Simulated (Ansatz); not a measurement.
System: OsO (charge 0, quintet). The spin state was set by rule; other spins were not relaxed. SMILES: [O]=[Os]
Structure (B3LYP-D3(BJ)/def2-TZVP (Ansatz, a first-principles code) minimum search):
```
Os
O 1 1.7347
```
Charge 0, spin multiplicity 5.

Wanted: vertical ionisation energy (to the sextet state of charge +1; each state is the SCF solution reached for its spin; the UHF <S^2> is 6.11 for the quintet (pure: 6.00); for the sextet the Hartree-Fock reference is unstable and T1 is 0.046; for the quintet T1 is 0.048), in eV. Correlated levels leave the core frozen unless marked. Open shells are spin-unrestricted. Spin-orbit coupling is left out. Frozen are the shells of the preceding noble gas and the d and f shells that filled before the atom's block. In def2 rows, elements after Kr have scalar-relativistic effective core potentials. 

```csv
level,program,vertical ionisation energy (eV)
SVWN5/def2-TZVPD,Ansatz,9.23
PBE/def2-TZVPD,Ansatz,8.83
r2SCAN/def2-TZVPD,Ansatz,8.65
B3LYP/def2-TZVPD,Ansatz,8.96
PBE0/def2-TZVPD,Ansatz,8.70
CAM-B3LYP/def2-TZVPD,Ansatz,8.94
wB97M-V/def2-TZVPD,Ansatz,8.82
wB97X-V/def2-TZVPD,Ansatz,8.80
CCSD/def2-SVPD,Ansatz,8.33
CCSD/def2-TZVPPD,Ansatz,8.44
CCSD/def2-QZVPPD,Ansatz,8.52
CCSD(T)/def2-SVPD,Ansatz,8.45
CCSD(T)/def2-TZVPPD,Ansatz,8.55
CCSD(T)/def2-QZVPPD,Ansatz,8.65
```
